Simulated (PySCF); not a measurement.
Hexafluorophosphate, PF₆ (charge -1).
Bonds: F1–P2, P2–F3, P2–F4, P2–F5, P2–F6, P2–F7.

The closed-shell ground state was solved at several levels (PySCF, density fitting, gas phase, non-relativistic). Isolated species at its PBE0-D3(BJ)/def2-SVP geometry, gas phase. No diffuse functions stand in pcSseg-2, which bears on an anion's orbital energies.

```
            level  basis functions  HOMO (eV)  LUMO (eV)  gap (eV)
   B97-D/pcSseg-2              259      -3.44       5.87      9.31
   B97-2/pcSseg-2              259      -5.20       6.92     12.12
mPW1PW91/pcSseg-2              259      -5.60       6.98     12.58
    BLYP/pcSseg-2              259      -3.32       5.73      9.05
```

(1) What might HF/pcSseg-2 (259 basis functions) give for the same quantities?

(2) Over all these levels, which gives the widest orbital gap and which the narrowest?

(3) In the pcSseg-2 basis, how does the gap go with the fixed share of exact exchange?

Answers

(1) HOMO -11.33 eV, LUMO 11.10 eV, gap 22.43 eV.

(2) HF/pcSseg-2 (Hartree–Fock, all exact exchange) has the widest, 22.43 eV, and BLYP/pcSseg-2 (GGA) the narrowest, 9.05 eV. From the narrowest to the widest the HOMO moves by -8.01 eV and the LUMO by +5.37 eV.

(3) BLYP (0 %) 9.05 eV; B97-D (0 %) 9.31 eV; B97-2 (21 %) 12.12 eV; mPW1PW91 (25 %) 12.58 eV; HF (100 %) 22.43 eV. Each rise in the share widens the gap here.
